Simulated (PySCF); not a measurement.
**Ionisation energy of Yb⁺ by level of theory**

Yb⁺ [Xe] 4f14 6s1 (2S) → Yb²⁺ [Xe] 4f14 (1S), as a difference of total energies. All numbers are calculated (PySCF 2.14, scalar relativity by spin-free X2C-1e, in ANO-RCC-VTZP (8s7p5d3f2g1h, 104 functions)). Correlated levels: valence: [Kr] 4d10 frozen; valence and next inner shell: [Ar] 3d10 frozen. The calculations carry no spin-orbit coupling.

| method | ionisation energy (eV) |
| --- | --- |
| UHF | 11.281 |
| LDA | 12.552 |
| PBE | 12.343 |
| PBE0 | 12.133 |
| r2SCAN | 12.066 |
| MP2 (valence) | 12.128 |
| SCS-MP2 (valence) | 11.969 |
| MP2 (valence and next inner shell) | 12.155 |
| SCS-MP2 (valence and next inner shell) | 11.991 |

**Question.** How much does correlation contribute at MP2 (valence and next inner shell)?

**Answer.** 12.155 − (11.281) = 0.874 eV, measured against UHF.

Errors of the correlated levels include the incompleteness of this basis and the frozen core.

For comparison: 12.179 eV (measured; NIST Atomic Spectra Database, ionization energies).
